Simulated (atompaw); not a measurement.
Plane-wave convergence, PAW (atompaw) potential for Te (Z = 52)

```
Element                 : tellurium
Generator               : atompaw 4.2.0.5
Type                    : PAW
Functional              : PBE
Relativity              : scalar-relativistic
Frozen core             : [Kr] 4d10
Valence charge          : 6
Reference configuration : 5s2 5p3 (charge +1)
Partial waves           : 5s (bound): rc 2.00 bohr; 5s channel at 1.6 Ry: rc 2.25 bohr; 5p (bound): rc 2.25 bohr; 5p channel at -0.55 Ry: rc 2.25 bohr
Local potential         : bessel scheme, radius 2.25 bohr
Core correction         : smooth core density matched at 1.65 bohr
Augmentation charge     : sinc compensation charge, radius 2.20 bohr; PAW radius 2.25 bohr; waves and projectors: custom polynom2 7 10 vanderbiltortho
```

The pseudo-atom Hamiltonian at the reference potential is diagonalised in spherical Bessel functions j_l(qr) that vanish at 20 bohr, with q² up to the cutoff. All-electron valence levels (Ry): 5s -1.7230, 5p -1.0057.

**Question.** How do the lowest levels (Ry) of each channel move with the cutoff, and are there ghosts?

**Answer.**

```csv
cutoff (Ry),s #1,s #2,p #1,p #2,d #1,d #2,f #1,f #2,Σ f·Δε (mRy)
8,-1.7098,-0.3628,-1.0043,-0.2271,-0.3495,-0.0994,-0.0577,0.0320,30.6
10,-1.7163,-0.3634,-1.0046,-0.2272,-0.3507,-0.0997,-0.0577,0.0320,16.8
12,-1.7206,-0.3638,-1.0051,-0.2273,-0.3509,-0.0998,-0.0577,0.0319,6.5
15,-1.7225,-0.3639,-1.0056,-0.2274,-0.3509,-0.0998,-0.0577,0.0319,1.3
18,-1.7230,-0.3639,-1.0057,-0.2274,-0.3509,-0.0998,-0.0577,0.0319,0.1
21,-1.7230,-0.3639,-1.0057,-0.2274,-0.3509,-0.0998,-0.0577,0.0319,0.1
25,-1.7230,-0.3639,-1.0057,-0.2274,-0.3509,-0.0998,-0.0577,0.0319,0.0
400,-1.7230,-0.3639,-1.0057,-0.2274,-0.3509,-0.0998,-0.0577,0.0319,0.0
```

Result: ghost state, extra bound levels that the all-electron valence spectrum of the same l lacks: d at -4.8 eV (a true bound ghost makes a file unfit for plane-wave use); 10 mRy is reached at 12 Ry and 1 mRy at 18 Ry.
